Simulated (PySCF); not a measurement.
Species: C3H5NO2Si.
Geometry (PBE0-D3(BJ)/def2-SVP, Å), atoms numbered from 1 in this order:
```xyz
12
C3H5NO2Si angstrom
N     -2.2081    1.1975    2.0784
C     -2.0018    0.6329    1.0909
C     -1.7662   -0.0691   -0.1603
C     -0.3157   -0.1356   -0.6079
O     -0.0031   -0.2858   -1.7586
O      0.5530   -0.0544    0.3889
Si     2.2391   -0.1373    0.0322
H     -2.1222   -1.1090   -0.0625
H     -2.3491    0.3873   -0.9736
H      2.8675   -0.0127    1.3702
H      2.6113    0.9965   -0.8523
H      2.5473   -1.4515   -0.5885
```

The closed-shell ground state was solved at several levels (PySCF, density fitting, gas phase, non-relativistic).

| level | basis functions | HOMO (eV) | LUMO (eV) | gap (eV) | dipole (D) |
| --- | --- | --- | --- | --- | --- |
| CAM-B3LYP/pcSseg-2 | 329 | -10.30 | 0.31 | 10.61 | 2.52 |
| CAM-B3LYP/def2-SVPD | 190 | -10.36 | 0.32 | 10.68 | 2.50 |

**Question.** What might PBE0/pcSseg-1 (151 basis functions) give for the same quantities?

**Answer.** HOMO -8.83 eV, LUMO -0.69 eV, gap 8.14 eV, dipole 2.56 D.

**Question.** Over all these levels, which gives the widest orbital gap and which the narrowest?

**Answer.** CAM-B3LYP/def2-SVPD (range-separated hybrid) has the widest, 10.68 eV, and PBE0/pcSseg-1 (global hybrid, 25 % exact exchange) the narrowest, 8.14 eV. Functional and basis both differ between the two, so the spread mixes both effects.

**Question.** How far do the dipole and the HOMO energy spread over the levels?

**Answer.** The dipole runs from 2.50 to 2.56 D (mean 2.52 D) and the HOMO from -10.36 to -8.83 eV.

One conformer stands for the species.
